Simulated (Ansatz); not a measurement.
Geometry optimisation, Ansatz, RKS PBE-D4/def2-SVP.

input.yaml

```yaml
crystal:
  periodic: [false, false, false]
  atoms:
    - { symbol: Te, position_ang: [-1.3851, -0.2802, -1.547] }
    - { symbol: C, position_ang: [-0.3308, -0.0337, 0.2297] }
    - { symbol: C, position_ang: [0.7013, -0.3795, 0.9831] }
    - { symbol: O, position_ang: [-0.0848, 0.5634, 1.4584] }
    - { symbol: H, position_ang: [-0.4892, 1.0186, -2.3075] }
    - { symbol: H, position_ang: [1.6306, -0.9526, 1.1371] }
basis:
  gaussian: { orbitals: def2-SVP }
hamiltonian:
  xc: pbe
  dispersion: d4
relax:
  f_tol: 0.015
  max_steps: 40
output:
  orbitals: {}
```

Command:

```bash
$ ansatz run input.yaml --threads 1 --pin off --max-ram 2048MiB --backend cpu --events-out ev --progress --plain --runs-dir out
```

Where does it end, and by what steps?

The run converged. After 15 steps the energy has fallen by 2.036 eV; C2 moved furthest, 0.89 Å. Parted: C2–O4.

```
step  energy less start (eV)  largest force component (eV/Å)  accepted
   0                  0.0000                           6.700       yes
   1                 -0.6394                           3.293       yes
   2                 -0.9414                           1.103       yes
   3                 -1.0383                           1.248       yes
   4                 -1.2030                           1.411       yes
   5                 -1.5125                           1.318       yes
   6                 -1.8198                           1.096       yes
   7                 -1.9020                           1.596       yes
   8                 -1.9373                           1.642       yes
   9                 -2.0118                           0.880       yes
  10                 -2.0159                           0.945       yes
  11                 -2.0208                           0.403       yes
  12                 -2.0354                           0.188       yes
  13                 -2.0358                           0.079       yes
  14                 -2.0359                           0.029       yes
  15                 -2.0361                           0.010       yes
```

```xyz
6
Properties=species:S:1:pos:R:3
Te -1.263 -0.192 -1.370
C 0.347 0.227 -0.280
C 0.532 -0.237 1.061
O 0.038 0.401 2.003
H -0.867 0.835 -2.666
H 1.255 -1.098 1.206
```

Run time: 36 s on 1 thread of Arm Neoverse V1, on a shared host, peak memory 0.14 GiB.
